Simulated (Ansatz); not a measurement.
Correlation energies of `CBS[SiH2]C` by basis set

```csv
atom,x (Å),y (Å),z (Å)
C1,-2.471,1.407,0.091
B2,-1.163,0.619,-0.218
S3,-0.979,-1.087,0.291
Si4,1.016,-1.471,-0.431
C5,2.285,-0.517,0.544
H6,-3.228,0.845,0.640
H7,-2.912,1.763,-0.848
H8,-2.228,2.315,0.657
H9,-0.260,1.146,-0.808
H10,1.080,-1.123,-1.873
H11,1.220,-2.935,-0.276
H12,2.114,0.557,0.447
H13,3.291,-0.739,0.179
H14,2.235,-0.780,1.603
```

Charge 0, multiplicity 1. The geometry is a stationary point of PBE0-D4/def2-TZVP. It is one conformer, not always the lowest. Frozen core, restricted reference, Ansatz. CBS rows extrapolate triple and quadruple zeta; past MP2 they add the triple-zeta difference.

| basis | HF (Eh) | MP2 corr. | CCSD corr. | (T) | CCSD(T) total |
| --- | --- | --- | --- | --- | --- |
| def2-SVP | -791.89919 | -0.60620 | -0.67962 | ? | ? |
| def2-TZVPP | -792.25413 | -0.76076 | -0.82896 | ? | ? |
| def2-QZVPP | ? | -0.81452 | – | – | – |
| CBS(def2) | ? | -0.85435 | -0.92254 | as TZ | ? |

**Question.** Fill in the withheld values. (An estimate is asked.)

**Answer.** Ansatz gave: def2-SVP (T): -0.02039; def2-SVP CCSD(T) total: -792.59920; def2-TZVPP (T): -0.03429; def2-TZVPP CCSD(T) total: -793.11738; def2-QZVPP HF (Eh): -792.27922; CBS(def2) HF (Eh): -792.28267; CBS(def2) CCSD(T) total: -793.23950.
